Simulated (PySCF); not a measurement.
Electron correlation in Re³⁺ (rhenium, charge +3)

[Xe] 4f14 5d4, high-spin 5D determinant. Calculation: PySCF 2.14, in ANO-RCC-VTZP (8s7p5d3f2g1h, 104 functions); the spin-free X2C one-electron Hamiltonian (Gaussian nucleus). Frozen: [Xe] 4f14; 4 electrons correlated.

| level | correlation energy (mhartree) |
| --- | --- |
| CCSD | -31.88 |
| (T) | -0.20 |
| CCSD(T) | -32.08 |

Diagnostics: T1 = 0.0011, D1 = 0.0017, largest double amplitude 0.029.

Problem. Is a single reference adequate?

Solution. Yes, within this model without spin-orbit coupling: T1 lies below 0.03 and no double amplitude reaches 0.07.
